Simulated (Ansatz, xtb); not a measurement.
# Ligand exchange: SnH3Br + SiH3(CH3) → SiH3(SnH3) + CH3Br

Species: SnH3Br `[Br][SnH3]`, singlet; SiH3(CH3) (methylsilane), singlet; SiH3(SnH3), singlet; CH3Br (bromomethane) `CBr`, singlet. The partners trade Br for SiH3: Sn–Br and C–SiH3 bonds give way to Sn–SiH3 and C–Br.

Shapes, held fixed at every level: PBE0-D4/def2-TZVP. Programs: Ansatz 0.2.0, xtb 6.7.1, xtb 6.7.1 later snapshot. The zero-point and thermal change to 298 K, harmonic and unscaled (PBE0-D4/def2-TZVP), is +0.4 kJ/mol.

| level | kind | ΔH(298 K) (kJ/mol) | less CCSD(T)/def2-TZVPP |
| --- | --- | --- | --- |
| GFN2-xTB | semi-empirical | +110.3 | -17.9 |
| HF/def2-TZVPP | Hartree–Fock | +151.9 | +23.7 |
| SPW92/def2-TZVPP | LDA | +119.9 | -8.3 |
| BHLYP-D4/def2-TZVPP | global hybrid | +140.6 | +12.4 |
| r2SCAN0-D4/def2-TZVPP | global hybrid | +136.8 | +8.6 |
| wB97M-V/def2-TZVPP | range-separated hybrid | +136.7 | +8.5 |
| CCSD/def2-SVP | coupled cluster or CI | +137.6 | +9.4 |
| CCSD/def2-TZVPP | coupled cluster or CI | +130.8 | +2.6 |
| CCSD(T)/def2-TZVPP | coupled cluster or CI | +128.2 | 0.0 |

The highest level, CCSD(T)/def2-TZVPP, gives ΔH(298 K) = +128.2 kJ/mol; the levels span +110.3 to +151.9. The column of differences is taken from that level and isn't an error. No measured value is set beside it here. For atoms past krypton def2 sets carry core potentials with scalar relativity. Relativity is left out for Br unless named. Correlated rows may include outer-core shells of Br, Sn, which these sets cover unevenly.
